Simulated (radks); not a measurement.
Species: the lanthanum ion La4+. Configuration: [Kr] 4d10 5s2 5p5 (the NIST ground configuration).

All-electron calculation, scalar-relativistic Kohn-Sham, LDA (Slater exchange, Perdew-Wang correlation), spin-polarised, spherical densities, point nucleus; open shells are filled with parallel spins first (spin-orbit coupling, left out, can overturn this in heavy ions). Program: a radial shooting solver on a logarithmic mesh with Libxc functionals.

Energy parts (hartree):
total: -8483.6673
kinetic: 8972.1466
electron-nucleus: -20463.9542
Hartree: 3203.6287
exchange-correlation: -195.4885

Orbitals (lengths in bohr, moments of r in powers of bohr; r(max) is where P^2 peaks):
| orbital | occ. | eigenvalue (hartree) | <r> | r(max) | <1/r> |
|---|---|---|---|---|---|
| 1s up | 1 | -1424.070 | 0.02509 | 0.01609 | 61.96 |
| 1s down | 1 | -1424.067 | 0.02509 | 0.01609 | 61.96 |
| 2s up | 1 | -227.9288 | 0.1075 | 0.09102 | 14.27 |
| 2s down | 1 | -227.9272 | 0.1075 | 0.09102 | 14.27 |
| 2p up | 3 | -204.5341 | 0.09428 | 0.07314 | 13.55 |
| 2p down | 3 | -204.5318 | 0.09428 | 0.07314 | 13.55 |
| 3s up | 1 | -49.84207 | 0.2856 | 0.2607 | 5.163 |
| 3s down | 1 | -49.83963 | 0.2856 | 0.2607 | 5.163 |
| 3p up | 3 | -42.37075 | 0.2835 | 0.2550 | 4.896 |
| 3p down | 3 | -42.36809 | 0.2835 | 0.2550 | 4.897 |
| 3d up | 5 | -31.60799 | 0.2601 | 0.2099 | 4.645 |
| 3d down | 5 | -31.60548 | 0.2601 | 0.2099 | 4.645 |
| 4s up | 1 | -11.16412 | 0.6542 | 0.6080 | 2.154 |
| 4s down | 1 | -11.15908 | 0.6541 | 0.6081 | 2.154 |
| 4p up | 3 | -8.73054 | 0.6930 | 0.6351 | 1.987 |
| 4p down | 3 | -8.72506 | 0.6928 | 0.6351 | 1.988 |
| 4d up | 5 | -5.20743 | 0.7664 | 0.6712 | 1.728 |
| 4d down | 5 | -5.20027 | 0.7656 | 0.6711 | 1.730 |
| 4f up | 0 | -1.52925 | 1.066 | 0.7369 | 1.206 |
| 4f down | 0 | -1.51473 | 1.060 | 0.7350 | 1.212 |
| 5s up | 1 | -2.76299 | 1.512 | 1.390 | 0.8780 |
| 5s down | 1 | -2.73484 | 1.512 | 1.388 | 0.8789 |
| 5p up | 3 | -2.11659 | 1.703 | 1.548 | 0.7697 |
| 5p down | 2 | -2.08833 | 1.706 | 1.547 | 0.7688 |
| 5d up | 0 | -1.26697 | 2.191 | 1.951 | 0.5881 |
| 5d down | 0 | -1.24410 | 2.209 | 1.960 | 0.5828 |
| 6s up | 0 | -1.05413 | 3.131 | 3.000 | 0.4182 |
| 6s down | 0 | -1.04485 | 3.151 | 3.016 | 0.4151 |
| 6p up | 0 | -0.85344 | 3.563 | 3.417 | 0.3681 |
| 6p down | 0 | -0.84666 | 3.586 | 3.438 | 0.3656 |

The highest occupied level is 5p down at -56.826 eV. Summed over all electrons, <r^2> = 34.09 bohr^2, which gives a Langevin (diamagnetic) susceptibility term of -27 x 10^-6 cm^3/mol.
